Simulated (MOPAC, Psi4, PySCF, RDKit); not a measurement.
Relaxed torsion scan: C₄H₁₄Si₂, SMILES C[SiH2][SiH2]C(C)C. Scanned: dihedral Si2–Si3–C4–C5; all other coordinates were relaxed at GFN2-xTB. Heavy atoms are numbered in the order of the SMILES C[SiH2][SiH2]C(C)C, hydrogens after them in the order of the atoms that carry them; the mirror image has the same energies with the sign of each dihedral reversed.

- RKS-M06-2X/6-31G* = PySCF 2.14.0 with restricted M06-2X/6-31G*, spherical d, density fitting // GFN2-xTB
- AM1, restricted, heats of formation // GFN2-xTB (MOPAC)
- UFF // GFN2-xTB (RDKit)
- PBE-D3(BJ)/def2-SVP // GFN2-xTB (Psi4)

Energies relative to the lowest point of each profile, in kcal/mol; the last columns give the difference from PBE-D3(BJ):

```csv
φ / °,RKS-M06-2X/6-31G*,AM1,UFF,PBE-D3(BJ)/def2-SVP,RKS-M06-2X/6-31G* − PBE-D3(BJ)/def2-SVP,AM1 − PBE-D3(BJ)/def2-SVP,UFF − PBE-D3(BJ)/def2-SVP
-150,0.83,0.91,1.68,1.05,-0.22,-0.15,0.63
-120,1.68,1.53,2.72,1.93,-0.25,-0.41,0.78
-90,0.55,0.60,1.19,0.68,-0.13,-0.08,0.51
-60,0.00,0.00,0.00,0.00,0.00,0.00,0.00
-30,0.77,0.76,1.41,1.00,-0.23,-0.24,0.41
0,1.68,1.54,2.72,1.94,-0.26,-0.40,0.78
30,0.66,0.80,1.46,0.79,-0.13,0.01,0.67
60,0.09,0.02,0.17,0.12,-0.02,-0.10,0.05
90,1.13,0.04,1.17,1.27,-0.14,-1.23,-0.10
120,2.00,0.39,2.16,2.18,-0.18,-1.79,-0.02
150,0.93,0.07,0.95,0.98,-0.05,-0.91,-0.02
180,0.07,0.06,0.20,0.09,-0.02,-0.03,0.11
```

RKS-M06-2X/6-31G* is furthest from PBE-D3(BJ)/def2-SVP at 0 (-0.26 kcal/mol, below); its mean absolute difference over the points is 0.14 kcal/mol.

AM1 is furthest from PBE-D3(BJ)/def2-SVP at 120 (-1.79 kcal/mol, below); its mean absolute difference over the points is 0.45 kcal/mol.

UFF is furthest from PBE-D3(BJ)/def2-SVP at 0 (0.78 kcal/mol, above); its mean absolute difference over the points is 0.34 kcal/mol.
